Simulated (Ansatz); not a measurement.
The cluster Ba4⁺, relaxed as a doublet with UKS PBE/def2-SVP in Ansatz, starting from the GFN2-xTB geometry. Force threshold 0.02 eV/Å.

In the def2 sets Ba takes a core potential; there is no spin–orbit coupling. The structure comes from a short search, and lower isomers may exist.

Start:

```csv
atom,x (Å),y (Å),z (Å)
Ba1,-0.404,2.162,-1.060
Ba2,0.968,-0.519,2.181
Ba3,1.735,-0.874,-1.453
Ba4,-2.299,-0.769,0.332
```

**Question.** Estimate the energy that the relaxation releases and the steps that it takes.

**Answer.** 0.80 eV, in 6 steps; 35 s on 4 threads of Arm Neoverse V1 on a shared host. No frequencies were taken in this run, so the end may be a saddle point.

**Question.** Does the start keep its bonding?

**Answer.** By distances, no bond broke or formed. The bond that changes most is Ba2–Ba3, from 3.73 to 4.39 Å (atoms count from 1).

**Question.** Predict the relaxed structure.

**Answer.** 
Cartesian coordinates in Å:
```
Ba -0.3258 2.5632 -0.9064
Ba 1.1102 -0.2473 2.4980
Ba 1.7252 -1.2207 -1.7418
Ba -2.5095 -1.0952 0.1502
```
Bond lengths (bridged metal pairs left out): 6 × Ba–Ba 4.38 to 4.64 Å.
